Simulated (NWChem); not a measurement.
C4H5FO; SMILES C1C(C=O)(F)C1

```xyz
11

O     -0.1029     2.0287     0.0000
C      0.6534     1.0934     0.0000
C      0.2096    -0.3239     0.0000
F      1.2430    -1.2041     0.0000
C     -1.0357    -0.7001     0.7470
C     -1.0357    -0.7001    -0.7470
H      1.7666     1.2148     0.0000
H     -0.9990    -1.6647     1.2592
H     -1.5521     0.1100     1.2689
H     -0.9990    -1.6647    -1.2592
H     -1.5521     0.1100    -1.2689
```
Atoms are numbered in this order, from 1.

Structure relaxed at the PBE0/def2-SVP level.

Problem. Give the principal values of the shielding tensors (ppm) of O1, C2, C3, F4, C5 from Hartree-Fock/6-31G* (spherical d), GIAO (NWChem), with their diamagnetic and paramagnetic parts as GIAO splits them.

Solution. 
```json
[
 {"atom": "O1", "σ11": "-804.5", "σ22": "-378.0", "σ33": "417.6", "isotropic": "-255.0", "diamagnetic": "399.4", "paramagnetic": "-654.4"},
 {"atom": "C2", "σ11": "-83.8", "σ22": "-13.4", "σ33": "114.5", "isotropic": "5.8", "diamagnetic": "247.9", "paramagnetic": "-242.2"},
 {"atom": "C3", "σ11": "89.7", "σ22": "109.9", "σ33": "196.2", "isotropic": "131.9", "diamagnetic": "242.1", "paramagnetic": "-110.2"},
 {"atom": "F4", "σ11": "392.6", "σ22": "450.8", "σ33": "511.0", "isotropic": "451.5", "diamagnetic": "476.0", "paramagnetic": "-24.5"},
 {"atom": "C5", "σ11": "157.7", "σ22": "186.3", "σ33": "214.2", "isotropic": "186.1", "diamagnetic": "249.5", "paramagnetic": "-63.4"}
]
```
